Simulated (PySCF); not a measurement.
H6S, SMILES [H][S@OH12]([H])([H])([H])([H])[H]. Atoms are numbered in the order given.

```xyz
7

S      0.0000     0.0000     0.0000
H      0.0000     1.4063     0.0000
H      0.0000    -1.4063     0.0000
H     -1.4063     0.0000     0.0000
H      1.4063     0.0000     0.0000
H      0.0000     0.0000     1.4063
H      0.0000     0.0000    -1.4063
```
Charge 0, spin multiplicity 1.

The structure is a stationary point at ωB97X-D3(BJ)/def2-TZVP.

Two levels are set side by side: PBE/pcSseg-2 (PySCF) and HF/pcSseg-2 (PySCF). GIAO shifts against H2S (³³S), TMS (¹H) at the same level; non-relativistic, no solvent, atoms listed together averaged. Differences are taken from unrounded values.

```json
[
 {"quantity": "δ(³³S) of S1 (ppm)", "HF": "-110.8", "PBE": "-34.8", "PBE minus HF": "76.0"},
 {"quantity": "δ(¹H) of H2, H3, H4, H5, H6, H7 (ppm)", "HF": "10.55", "PBE": "12.13", "PBE minus HF": "1.59"}
]
```

Rough cost on one machine, each run with all the roots and properties that it gave: HF against PBE within a factor of 2.
